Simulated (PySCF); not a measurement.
# Reading the logs of faulty runs: Al2BGeH5

All numbers below are calculated, not measured. The program is PySCF 2.14.0, an open-source quantum chemistry code, run on an isolated molecule that a program drew, which may never have been made. The molecule is Al2BGeH5 (charge 0, singlet), drawn as the SMILES string `[BH2][GeH]([Al])[AlH2]`.

Each row is a Hartree-Fock (HF) and frozen-core CCSD(T) single point in the cc-pV(D+d)Z basis, meant for a local HF minimum. Run 1 is clean. Each other run has one planted mistake out of seven kinds, and not every kind appears here: one electron removed, one electron added, multiplicity raised by two, geometry at a saddle point, minimal basis STO-3G, one bond length entered in bohr, all coordinates scaled. The reference is restricted for singlets and unrestricted otherwise, and also for a bond in bohr. Adding or removing an electron swaps singlet and doublet. Electrons count all cores. HOMO and LUMO are orbital energies over both spins, the gradient is its largest component, and the lowest frequency (negative if imaginary) is given only where the gradient is small. Bond lengths are over the 8 bonds as drawn. T1 is the CCSD diagnostic: over 0.02 (restricted) or 0.045 (unrestricted) a single reference is doubtful. Germanium has the cc-pVDZ-PP basis, with a core potential (ECP10MDF) in place of its 10 inner electrons, and its 3s, 3p and 3d shells are frozen in CCSD(T).

Geometry of the clean run:
```xyz
9
Al2BGeH5, angstrom
B     1.0901    0.9317    1.3662
Ge    0.9520    0.5726   -0.6549
Al   -1.4584    1.2580   -1.4841
Al    2.7199    1.8310   -1.8557
H     1.1127    0.0433    2.1724
H     1.1148    2.0637    1.7689
H     1.0651   -0.9400   -0.9727
H     2.9778    3.3551   -1.5028
H     3.5614    1.1816   -3.0301
```

| run | electrons | basis functions | <S^2> | HOMO (eV) | LUMO (eV) | gradient (hartree/bohr) | lowest frequency (cm^-1) | mean bond (Å) | longest bond (Å) | T1 | HF (hartree) | CCSD(T) (hartree) | mistake |
|---|---|---|---|---|---|---|---|---|---|---|---|---|---|
| 1 | 68 | 108 | 0.000 | -7.20 | 0.22 | 3.2e-05 | 65 | 1.7873 | 2.640 | 0.0221 | -804.76017 | -805.12623 | no fault |
| 2 | 69 | 108 | 0.813 | -0.93 | 4.53 | 1.2e-02 | - | 1.7873 | 2.640 | 0.0407 | -804.77128 | -805.15438 | one electron added |
| 3 | 68 | 108 | 1.057 | -7.38 | 0.09 | 8.0e-03 | - | 1.9596 | 2.929 | 0.0529 | -804.67660 | -805.02554 | one bond length entered in bohr |
| 4 | 67 | 108 | 0.796 | -13.63 | -5.61 | 2.1e-02 | - | 1.7873 | 2.640 | 0.0217 | -804.52654 | -804.85759 | one electron removed |
| 5 | 68 | 108 | 0.000 | -7.10 | 0.13 | 3.6e-02 | - | 1.9302 | 2.851 | 0.0215 | -804.72760 | -805.09639 | all coordinates scaled |
| 6 | 68 | 108 | 2.033 | -6.22 | -0.50 | 7.1e-03 | - | 1.7873 | 2.640 | 0.0282 | -804.72444 | -805.06763 | ? |

**Which mistake was planted in run 6, and what did it cost?**

Electrons, basis and geometry are unchanged, and <S^2> is 2.033, beside S(S+1) = 2.00 for a multiplicity of 3. So the mistake is: multiplicity raised by two. Subtracting run 1 and multiplying by 627.51 kcal/mol a hartree, the energy moved by 22.4 kcal/mol in HF and 36.8 kcal/mol in CCSD(T).

Cautions from the logs. Run 1: T1 is over the limit, so its CCSD(T) energy is less reliable; run 3: T1 is over the limit, so its CCSD(T) energy is less reliable; run 5: T1 is over the limit, so its CCSD(T) energy is less reliable.
